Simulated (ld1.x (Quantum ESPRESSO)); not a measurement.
# Configuration tests for Hf (Z = 72) (TM)

| Property | Result |
| --- | --- |
| Element | Hf (Z = 72) |
| Generator | ld1.x (Quantum ESPRESSO) 7.5 |
| Type | norm-conserving Troullier–Martins (Kleinman–Bylander form) |
| Functional | PBE |
| Relativity | scalar-relativistic |
| Frozen core | [Kr] 4d10 |
| Valence charge | 26 |
| Reference configuration | 4f14 5s2 5p6 5d2 6s2 6p0 |
| Partial waves | 5s (bound): rc 1.55 bohr; 5p (bound): rc 1.45 bohr; 5d (bound): rc 2.80 bohr; 4f (bound): rc 0.75 bohr |
| Local potential | all-electron potential smoothed inside 2.45 bohr (lloc = -1) |
| Core correction | none |

Occupied shells without a wave of their own: 6s. They enter only through the test configuration that unscreens the potential.

Energies are relative to the spin-unpolarised reference configuration 4f14 5s2 5p6 5d2 6s2 6p0; without spin polarisation the order of configurations can differ from experiment. The frozen-core shift is the all-electron ΔE with the core orbitals held at their reference shape minus the fully relaxed ΔE.

**Question.** Give the all-electron excitation energy and the error of the potential for: 4f14 5s2 5p6 5d2 6s1 6p0; 4f14 5s2 5p6 5d2 6s0 6p0; 4f14 5s2 5p6 5d1 6s0 6p0; 4f14 5s2 5p6 5d1 6s2 6p0; 4f14 5s2 5p6 5d3 6s1 6p0; 4f14 5s2 5p6 5d0 6s0 6p0; 4f14 5s2 5p6 5d2.5 6s1.5 6p0.

**Answer.**

```csv
valence configuration,charge,ΔE all-electron (eV),error AE − PS (meV),frozen-core shift (meV)
4f14 5s2 5p6 5d2 6s1 6p0,+1,7.976,-1003,+2.8
4f14 5s2 5p6 5d2 6s0 6p0,+2,22.156,-2627,+7.2
4f14 5s2 5p6 5d1 6s0 6p0,+3,43.950,-3665,+10
4f14 5s2 5p6 5d1 6s2 6p0,+1,6.498,-1.6,-0.9
4f14 5s2 5p6 5d3 6s1 6p0,0,2.593,-715,+3.7
4f14 5s2 5p6 5d0 6s0 6p0,+4,76.803,-4850,+17
4f14 5s2 5p6 5d2.5 6s1.5 6p0,0,1.255,-372,+1.9
```

These tests converged, but a pseudo level misses the all-electron one widely, so the file describes the atom poorly there or has found another state: 4f14 5s2 5p6 5d2 6s0 6p0: empty 6s by 2.0 eV; 4f14 5s2 5p6 5d1 6s0 6p0: empty 6s by 2.8 eV; 4f14 5s2 5p6 5d0 6s0 6p0: empty 6s by 3.8 eV. The 6s level has no wave, so the channel is fitted at the deeper level alone: the likely source of the large errors. A variational frozen-core shift is positive and of second order in the change. This column holds negative values, so the frozen-core run of ld1.x carries numerical noise or an error of first order here, and the column gives no more than the rough size of the effect.

A Bessel basis up to 400 Ry misses an occupied level by 0.10 Ry, so cutoffs and ghosts were not judged. The potential misses its own reference levels by up to 0.8 eV.
